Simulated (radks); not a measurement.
Values are calculated unless marked as measured or tabulated.
Coulomb parameter of the 4f shell of the samarium ion Sm+ in the model configuration [Xe] 4f5 6s1 6p1, as a second difference U = [E(n + 0.5) + E(n - 0.5) - 2 E(n)] / (0.5)^2 with all orbitals relaxed. "Bare": the charge of the atom changes with n. "Screened": the 6p shell takes up the change at fixed total charge, which measures U(4f,4f) + U(6p,6p) - 2 U(4f,6p). Code: a radial shooting solver on a logarithmic mesh with Libxc functionals. Model: Dirac Kohn-Sham, LDA (Slater exchange, Perdew-Wang correlation), spin-unpolarised, spherical densities, finite nucleus; open shells are shared between the two j in proportion to 2j + 1; Fermi nuclear charge, rms radius 5.0819 fm.

\begin{tabular}{lrr}
case & configuration & E - E(n) (eV) \\ \hline
start & [Xe] 4f5 6s1 6p1 & 0.000 \\
bare +0.5 & [Xe] 4f5.5 6s1 6p1 & -7.043 \\
bare -0.5 & [Xe] 4f4.5 6s1 6p1 & 10.998 \\
screened +0.5 & [Xe] 4f5.5 6s1 6p0.5 & -4.431 \\
screened -0.5 & [Xe] 4f4.5 6s1 6p1.5 & 6.557 \\
\end{tabular}

U(bare) = 15.820 eV, U(screened by 6p) = 8.503 eV, against the Slater integral F0(4f,4f) = 27.645 eV with frozen orbitals.
